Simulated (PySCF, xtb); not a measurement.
penta-1,4-dien-3-amine (C₅H₉N), SMILES C=CC(N)C=C. The values are those of a single conformer.

Harmonic wavenumbers (cm⁻¹) from GFN2-xTB in xtb at its own minimum, in rising order: 51, 74, 247, 265, 269, 307, 419, 524, 618, 695, 874, 894, 898, 934, 967, 1016, 1022, 1028, 1096, 1121, 1191, 1237, 1287, 1297, 1321, 1414, 1416, 1560, 1705, 1718, 2939, 3041, 3054, 3095, 3101, 3118, 3125, 3378, 3411.

**Question.** What does B3LYP-D3(BJ)/def2-SVP (PySCF 2.14.0) give at its own minimum? (Estimate from the structure and the level; the computed values follow.)

**Answer.** 73, 103, 240, 267, 289, 331, 428, 528, 645, 731, 846, 890, 940, 947, 967, 1023, 1028, 1053, 1112, 1143, 1233, 1283, 1308, 1314, 1373, 1430, 1441, 1631, 1710, 1729, 3040, 3114, 3119, 3131, 3135, 3223, 3228, 3470, 3549. Paired by order, the mean absolute difference is 36 cm⁻¹ and the zero-point energies are 79.7 and 81.5 kcal/mol.
